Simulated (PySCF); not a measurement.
# A survey of 19F NMR shifts

PySCF 2.14.0 with density-fitted response routines calculation with shieldings: GIAO PBE0/pcSseg-1 and geometry from GFN2-xTB; one averaged value for each set of equivalent atoms, non-relativistic Hamiltonian, one computed conformer, no solvent.

Shieldings were converted by a linear fit to measured shifts: 19F (scatter 6.0 ppm rms, 7.0 ppm with the 5 outliers that the fit left out vs CFCl3, solution or neat liquid, with a term for F on sp3 carbon). Occasional misses reach two or three times the rms, and more in compound classes unlike the fitted ones.

**Question.** Give the 19F shifts of `C[C@@H](F)[C@H](C)C(F)(F)F`, `FC(F)OC(=S)C(F)(F)F`.

**Answer.** 
```
                                                      compound                            environment  δ (ppm)
[CH3:1][C@@H:2]([F:3])[C@H:4]([CH3:5])[C:6]([F:7])([F:8])[F:9]   F7/8/9: fluorine of a CF3 group (×3)    -71.5
[CH3:1][C@@H:2]([F:3])[C@H:4]([CH3:5])[C:6]([F:7])([F:8])[F:9]          F3: fluorine on an sp3 carbon   -186.3
 [F:1][CH:2]([F:3])[O:4][C:5](=[S:6])[C:7]([F:8])([F:9])[F:10]  F8/9/10: fluorine of a CF3 group (×3)    -69.7
 [F:1][CH:2]([F:3])[O:4][C:5](=[S:6])[C:7]([F:8])([F:9])[F:10]     F1/3: fluorine of a CF2 group (×2)    -93.0
```

**Question.** Match the shifts -96.6, -137.3, -170.3 ppm to `CC(C)C1=C(F)N(C)CC1`, `CCC/C=C\N(C)/C=C\F`, `O=C/C([SiH3])=C\C(F)F`.

**Answer.** -96.6: O=C/C([SiH3])=C\C(F)F (fluorine of a CF2 group); -137.3: CC(C)C1=C(F)N(C)CC1 (vinylic fluorine); -170.3: CCC/C=C\N(C)/C=C\F (vinylic fluorine).
